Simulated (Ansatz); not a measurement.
The cluster In₄Se₆. Charge 0, multiplicity 1. Geometry PBE-D4/def2-SVP; atoms count from 1.

```xyz
10

In    2.207   -2.469   -1.884
In    0.463    0.382   -1.000
In   -2.454   -1.868   -0.222
In    2.126    1.341    1.767
Se   -2.512    1.551    0.598
Se   -0.610    2.661   -0.279
Se   -1.649    0.557    2.585
Se    0.027   -0.832    1.624
Se    3.005    0.137   -0.788
Se   -0.603   -1.461   -2.402
```

In the def2 sets In takes a core potential; there is no spin–orbit coupling. The structure comes from a short search, and lower isomers may exist.

**Question.** Estimate the Mulliken populations from the PBE0/def2-SVP orbitals of Ansatz.

**Answer.** 
| atom | charge (e) |
| --- | --- |
| In1 | 0.36 |
| In2 | 0.49 |
| In3 | 0.41 |
| In4 | 0.39 |
| Se5 | -0.05 |
| Se6 | -0.21 |
| Se7 | -0.01 |
| Se8 | -0.35 |
| Se9 | -0.52 |
| Se10 | -0.51 |
Mulliken values and Mayer orders depend strongly on the basis.

**Question.** And the Mayer bond orders between bonded heavy atoms (over 0.3)?

**Answer.** In1–Se9 0.53 (2.94 Å); In1–Se10 0.45 (3.03 Å); In2–Se6 0.79 (2.62 Å); In2–Se8 0.39 (2.92 Å); In2–Se9 0.95 (2.56 Å); In2–Se10 0.97 (2.55 Å); In3–Se10 0.60 (2.89 Å); In4–Se8 0.33 (3.02 Å); In4–Se9 0.50 (2.96 Å); Se5–Se6 1.05 (2.37 Å); Se5–Se7 1.01 (2.38 Å); Se7–Se8 1.03 (2.38 Å).
